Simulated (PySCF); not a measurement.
**Worked example: dipole moment from atomic charges**

Al(H)2(NH2) (AlH4N), SMILES [NH2][AlH2]. Atoms are numbered in the order given.

```xyz
6

Al     0.0000     0.0000     0.6505
H      0.0000     1.3942     1.3877
H      0.0000    -1.3942     1.3877
N      0.0000     0.0000    -1.1198
H      0.0000     0.8268    -1.6970
H      0.0000    -0.8268    -1.6970
```

The structure is a stationary point at B3LYP-D3(BJ)/def2-TZVP.

Charges (e) from PBE/def2-TZVPD (PySCF):

| atom | ESP fit | IAO |
|---|---|---|
| Al1 | 0.839 | 0.713 |
| H2 | -0.257 | -0.201 |
| H3 | -0.257 | -0.201 |
| N4 | -1.075 | -0.852 |
| H5 | 0.375 | 0.270 |
| H6 | 0.375 | 0.270 |

The dipole moment of the full density is 1.21 D.

### Question
What dipole moment does each set of point charges give, and which comes closer to that of the density?

### Answer

μ = Σ q r, and 1 e Å = 4.8032 D.
ESP fit: Σ q r = (0.000, 0.000, -0.236) e Å, |μ| = 1.14 D.
IAO: Σ q r = (0.000, 0.000, -0.056) e Å, |μ| = 0.27 D.
ESP fit comes closer in size. Point charges leave out the atoms' own dipoles (lone pairs, polarised bonds); fits to the potential absorb them, partitions of the density don't.
